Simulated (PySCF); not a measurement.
C₆H₇O (doublet state).
SMILES with atom numbers: `[O:1]=[CH:2][C:3]12[CH2:4][C:5]([CH2:6]1)[CH2:7]2` (hydrogens: H8 on C2; H9, H10 on C4; H11, H12 on C6; H13, H14 on C7)

Cartesian coordinates in Å at the GFN2-xTB level; atoms count from 1:
```xyz
14
C6H7O angstrom
O      0.3057    1.9538    1.8040
C      0.5910    1.5205    0.7264
C      0.0827    0.2471    0.1465
C      0.9819   -0.9212   -0.3118
C     -0.4875   -1.2572   -0.6092
C     -0.8942   -0.7524    0.7834
C     -0.6868    0.1512   -1.1888
H      1.2823    2.0522    0.0414
H      1.4749   -1.4852    0.4733
H      1.6358   -0.7369   -1.1584
H     -0.5340   -1.3101    1.6411
H     -1.9184   -0.4200    0.9143
H     -0.1399    0.4033   -2.0919
H     -1.6942    0.5545   -1.1925
```

The hyperfine couplings belong to this conformer and change with its torsions.

The calculation used UKS B3LYP, pcH-1 on C H O, non-relativistic, mean-field spin-orbit, GIAO (PySCF). The structure is a single GFN2-xTB conformer in the gas phase; no vibrational or solvent corrections. GFN2-xTB frequencies show an imaginary mode (22i cm⁻¹), so this geometry is no minimum at that level. The geometry wasn't refined by DFT: couplings that depend on bond lengths, twists or pyramidal angles can differ widely from those at the functional's own minimum. No stability test was run, so a lower SCF solution isn't excluded.

(1) Where do the isotropic ENDOR lines of H8 and H9 (×6) fall at 1209.0 mT, to first order?

(2) Which pairs are centred on the nuclear Larmor frequency, and which on half the coupling?

Results:

(1) ν± = |νn ± a/2|, one line for each electron-spin manifold; νn = |g_N| × 7.62259 MHz/T × B.

```json
{"nuclei": "H8", "isotope": "1H", "g_N": "5.5857", "νn (MHz)": "51.48", "a_iso (MHz)": "15.38", "lower line (MHz)": "43.79", "upper line (MHz)": "59.16"}
{"nuclei": "H9 (×6)", "isotope": "1H", "g_N": "5.5857", "νn (MHz)": "51.48", "a_iso (MHz)": "-2.81", "lower line (MHz)": "50.07", "upper line (MHz)": "52.88"}
```

(2) Centred on νn, since |a| < 2νn: H8 and H9 (×6). No pair has |a| > 2νn.

Means are taken over nuclei equivalent by connectivity, which assumes that they swap fast.

The largest Mulliken spin population is on C5 (+0.79). The angles at C5 add up to 270.5°, so it is pyramidal.
